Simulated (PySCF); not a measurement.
C₄H₈Si, SMILES C=C=C(C)[SiH3]. Coordinates come from a B3LYP-D3(BJ)/def2-SVP optimisation. This is a generated structure with no PubChem entry under its InChIKey; it may be hypothetical.

Computed equilibrium geometry at B3LYP-D3(BJ)/def2-SVP (PySCF confirms it by a frequency run) as bond lengths and angles, and its point group:
point group Cs.
Atoms: C1 C2 C3 C4 Si5 H6 H7 H8 H9 H10 H11 H12 H13. Bonded distances (Å): C1–C2 1.311, C1–H6 1.096, C1–H7 1.096, C2–C3 1.313, C3–C4 1.518, C3–Si5 1.884, C4–H8 1.100, C4–H9 1.103, C4–H10 1.103, Si5–H11 1.495, Si5–H12 1.495, Si5–H13 1.488. Bond angles (°): C2–C1–H6 121.3, C2–C1–H7 121.3, H6–C1–H7 117.3, C1–C2–C3 179.0, C2–C3–C4 123.0, C2–C3–Si5 118.0, C4–C3–Si5 119.1, C3–C4–H8 111.6, C3–C4–H9 110.8, C3–C4–H10 110.8, H8–C4–H9 108.3, H8–C4–H10 108.3, H9–C4–H10 106.9, C3–Si5–H11 109.9, C3–Si5–H12 109.9, C3–Si5–H13 110.2, H11–Si5–H12 107.4, H11–Si5–H13 109.7, H12–Si5–H13 109.7.
Charge 0, spin multiplicity 1.
